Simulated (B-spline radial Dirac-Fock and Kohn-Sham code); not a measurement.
**Dipole and non-dipole photoemission parameters of Re 4s**

System: the Re atom in the configuration [Xe] 4f14 5d5 6s2; threshold 625.4 eV (tabulated edge). Method: Dirac-Hartree-Slater photoionisation with a Latter tail; cross sections with all multipoles, angular parameters from the dipole term and its interference with E2. Computed with a radial atomic solver.

Input file task.json (cfg lists n, l and occupation; rrms is the nuclear radius in fm):

```json
{"items": [{
  "Z": 75,
  "q": 0,
  "cfg": [[1, 0, 2], [2, 0, 2], [2, 1, 6], [3, 0, 2], [3, 1, 6], [3, 2, 10], [4, 0, 2], [4, 1, 6], [4, 2, 10], [4, 3, 14], [5, 0, 2], [5, 1, 6], [5, 2, 5], [6, 0, 2]],
  "A": 187,
  "rrms": 5.3698,
  "do": "xps",
  "hv": [51.5, 59.2, 80, 160.0, 174.0, 227.0, 280.0, 287.0, 306.0, 396.0, 739.0, 800, 914.0, 1000, 1360.0, 1620.0, 1830.0, 3740.0, 4000, 4110.0, 4430.0, 5170.0, 6000, 7160.0, 8260.0, 9251.7, 11200.0, 12000, 13400.0, 15000],
  "edges": {"K": 71676.0, "L1": 12527.0, "L2": 11959.0, "L3": 10535.0, "M1": 2932.0, "M2": 2682.0, "M3": 2367.0, "M4": 1949.0, "M5": 1883.0, "N1": 625.4, "N2": 518.7, "N3": 446.8, "N4": 273.9, "N5": 260.5, "O1": 83.0}
}]}
```

Launch: `python xray2_run.py task.json out`

```tsv
hν (eV)	σ (kb)	β	γ
739	56.2	1.784	0.634
800	52.5	1.806	0.654
914	46.0	1.834	0.662
1000	?	?	?
1360	28.7	1.885	0.598
1620	22.6	1.899	0.539
1830	18.9	1.906	0.489
3740	6.01	1.934	0.119
4000	5.35	1.936	0.083
4110	5.11	1.937	0.069
4430	4.48	1.938	0.031
5170	3.41	1.942	-0.042
6000	2.59	1.944	-0.099
7160	1.86	1.947	-0.145
8260	1.42	1.949	-0.162
9251.7	1.14	1.950	-0.160
11200	0.787	1.951	-0.120
12000	0.686	1.952	-0.093
13400	0.550	1.952	-0.034
15000	0.437	1.953	0.047
```

Q: Give the values at 1000 eV.

A: σ = 41.8 kb, β = 1.849, γ = 0.657. For an s subshell δ is negligible.
